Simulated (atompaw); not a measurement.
**Before and after: PAW (atompaw) potential for molybdenum (Mo)**

molybdenum, PAW, made with atompaw 4.2.0.5 (PBE, scalar-relativistic). Core [Ar] 3d10, reference 4s2 4p6 4d5 5s0.5 5p0 (charge +0.5). Waves: 4s (bound): rc 1.25 bohr; 5s (bound): rc 2.50 bohr; 4p (bound): rc 1.35 bohr; 5p (bound, empty): rc 2.50 bohr; 4d (bound): rc 2.50 bohr; 4d channel at 2.85 Ry: rc 2.40 bohr. Local part: bessel scheme, radius 2.40 bohr. Core correction: smooth core density matched at 1.40 bohr. Augmentation charge: gaussian compensation charge, radius 2.15 bohr; PAW radius 2.50 bohr; waves and projectors: custom rrkj vanderbiltortho.

All-electron outer shells of the reference configuration (PBE, scalar-relativistic, ld1.x):

```
shell  level (eV)  outermost node (bohr)  outermost maximum (bohr)
   3d     -224.15                      –                      0.32
   4s      -67.56                   0.51                      0.99
   4p      -41.72                   0.52                      1.08
   4d       -6.94                   0.53                      1.38
   5s       -6.86                   1.34                      2.86
   5p       -3.36                   1.54                      3.76
```

Change: augmentation gaussian compensation charge, radius 2.15 bohr; PAW radius 2.50 bohr; waves and projectors: modrrkj vanderbiltortho.

Cutoffs: the cutoffs (Ry, on a coarse ladder) from which the occupation-weighted sum of valence levels, in a spherical-Bessel basis at the reference potential, stays within 10 and 1 mRy of its value at 400 Ry; they do not see the model core or the augmentation charge, which bear on the density cutoff.

Question: What does the change do?

Answer: The potential gets softer (45 Ry and 80 Ry → 35 Ry and 60 Ry); the range in which the d phases agree narrows (upper end at the end of the scan → 0.7); neither file shows a bound ghost.

| quantity | base | changed |
| --- | --- | --- |
| cutoff, loose | 45 Ry | 35 Ry |
| cutoff, tight | 80 Ry | 60 Ry |
| loose cutoff by channel (10 mRy a level) | s 18 Ry, p 35 Ry, d 15 Ry | s 25 Ry, p 25 Ry, d 12 Ry |
| bound ghosts | none | none |
| s: phases at 2.51 bohr within 0.05 rad from the reference energy up to (Ry; the scan ends near 5) | 4.1 | to the end of the scan |
| p: phases at 2.51 bohr within 0.05 rad from the reference energy up to (Ry; the scan ends near 5) | 4.8 | to the end of the scan |
| d: phases at 2.51 bohr within 0.05 rad from the reference energy up to (Ry; the scan ends near 5) | to the end of the scan | 0.7 |
| lowest overlap eigenvalue by channel | s 0.45, p 0.49, d 0.90 | s 0.33, p 0.50, d 1.00 |

 The cutoffs see the waves, projectors and local potential, not the compensation charge or the core.
